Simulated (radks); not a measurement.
The numbers below are computed, except where a source is named.
Excited configurations of Au: one electron is placed in a higher orbital outside [Xe] 4f14 5d10. The ground configuration is [Xe] 4f14 5d10 6s1. Level of theory: scalar-relativistic Kohn-Sham, PBE, spin-polarised, spherical densities, point nucleus; open shells are filled with parallel spins first (spin-orbit coupling, left out, can overturn this in heavy ions) (a radial shooting solver on a logarithmic mesh with Libxc functionals). Excitation = E - E(ground); binding = E(ion) - E, where the ion is the core of charge +1; n* = 1/sqrt(2 binding) in atomic units, and the quantum defect is n - n*.

outer orbital,excitation (eV),binding (eV),quantum defect,eigenvalue (eV),<r> (bohr)
6p,5.284,4.302,4.222,-2.031,4.470
6d,7.934,1.652,3.131,-0.803,10.08
7s,6.832,2.754,4.777,-1.693,7.999
7p,7.687,1.899,4.323,-1.124,10.85
7d,8.550,1.037,3.377,-0.603,19.11
7f,9.097,0.489,1.727,-0.320,42.56

The Delta-SCF ionisation energy is 9.587 eV (NIST Atomic Spectra Database: 9.226 eV, measured). Self-interaction in the functional shifts the binding energies and quantum defects, so they are the method's values and not measured ones.
